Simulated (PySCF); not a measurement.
These 3 structures share the formula C7H12NP. Computed with PySCF 2.14.0, PBE0-D3(BJ)/def2-SVP geometry optimisation, gas phase. Energies are electronic, without zero-point or thermal terms, for one conformer each. No frequencies were run at this level. Point groups hold within 0.08 Å.

**Question.** Rank from lowest to highest electronic energy at this level (kcal/mol).
A. `[CH3:1][CH2:2][c:3]1[cH:4][n:5]([CH2:6][CH3:7])[cH:8][p:9]1` with C1–C2–C3–C4 -108°, C4–N5–C6–C7 86°
B. `[CH3:1][c:2]1[cH:3][c:4]([CH3:5])[p:6]([NH2:7])[c:8]1[CH3:9]` with C4–P6–N7–H 109° and -34°
C. `[CH3:1][c:2]1[cH:3][n:4]([CH:5]([CH3:6])[CH3:7])[cH:8][p:9]1` with C3–N4–C5–C6 -64°

**Answer.** C (0.0), A (1.5), B (8.9).

As drawn, the highest has an N–H bond, which the lowest lacks. Neighbours under 2.5 kcal/mol apart (Cc1cn(C(C)C)cp1 and CCc1cn(CC)cp1) can change places with a better method, another conformer or zero-point energy.

| SMILES | E (Eh) | E rel (kcal/mol) | dipole (D) | point group | A, B, C (MHz) |
| --- | --- | --- | --- | --- | --- |
| Cc1cn(C(C)C)cp1 | -669.23289 | 0.0 | 3.93 | Cs | 2514, 889.6, 770.2 |
| CCc1cn(CC)cp1 | -669.23053 | 1.5 | 3.78 | C1 | 2438, 855.7, 713.9 |
| Cc1cc(C)p(N)c1C | -669.21865 | 8.9 | 1.44 | C1 | 1841, 1294, 819.8 |

**Question.** How do the relative energies change in single points at PBE0/pcSseg-1 (no added dispersion term) on the same geometries?

**Answer.** 
```csv
SMILES,PBE0-D3(BJ)/def2-SVP (kcal/mol),PBE0/pcSseg-1 (kcal/mol),shift
Cc1cn(C(C)C)cp1,0.0,0.0,0.0
CCc1cn(CC)cp1,1.5,1.3,-0.2
Cc1cc(C)p(N)c1C,8.9,8.0,-0.9
```

Each column counts from its own lowest isomer. The order is unchanged; the largest shift is 0.9 kcal/mol.
